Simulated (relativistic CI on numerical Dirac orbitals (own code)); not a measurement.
Computed by Dirac-Coulomb-Breit CI, separate exchange-only KLI orbitals for each configuration, model QED (radiative potential, 1s self-energy scaled to tabulated hydrogen-like ionisation energies), unscaled Slater integrals (own radial code, finite nucleus).

Configurations in the expansion (outside the closed core 1s2): 2s2, 2s.2p, 2p2, 2p.3s, 2p.3p, 2s.3s, 2s.3p, 2s.3d, 2s.4s, 2s.4p, 2s.4d, 2s.4f, 2s.5s, 3s2, 2s.5p, 2s.5d, 2s.5f, 2s.5g, 3s.3p, 3p2. Levels of other configurations are missing.

At this charge energies of transitions that change n are usually good to better than 1 %, and those within a shell (Δn = 0) to a few per cent.

Outline of the computed level scheme of Hg LXXVII. Lowest level of each configuration: 2s2 1S_0 at 0.0 eV; 2s.2p 3P°_0 at 199.8 eV; 2p2 3P_0 at 556.7 eV; 2s.3s 3S_1 at 13187.8 eV; 2s.3p 3P°_1 at 13279.9 eV; 2p.3s 3P°_0 at 13433.2 eV; 2p.3p 3D_1 at 13488.4 eV; 2s.3d 3D_1 at 13943.6 eV; 2s.4s 3S_1 at 17683.9 eV.

Some strong electric-dipole decays among the lowest 36 levels: 2s.3d 3D_3 → 2s.2p 3P°_2 (2.3e+15 s⁻¹); 2s.3d 3D_2 → 2s.2p 3P°_1 (2.3e+15 s⁻¹); 2s.3d 1D_2 → 2s.2p 1P°_1 (1.5e+15 s⁻¹); 2s.3d 3D_1 → 2s.2p 3P°_0 (1.5e+15 s⁻¹); 2p.3p 3P_0 → 2s.2p 3P°_1 (1.1e+15 s⁻¹); 2s.3p 1P°_1 → 2s2 1S_0 (8.8e+14 s⁻¹); 2p.3p 3P_1 → 2s.2p 3P°_2 (8.6e+14 s⁻¹); 2p.3p 3D_1 → 2s.2p 3P°_1 (7.4e+14 s⁻¹).

LS names give the leading component of a level, which can be under half, so a name can repeat, a term be missing and a line seem to break the LS rules.
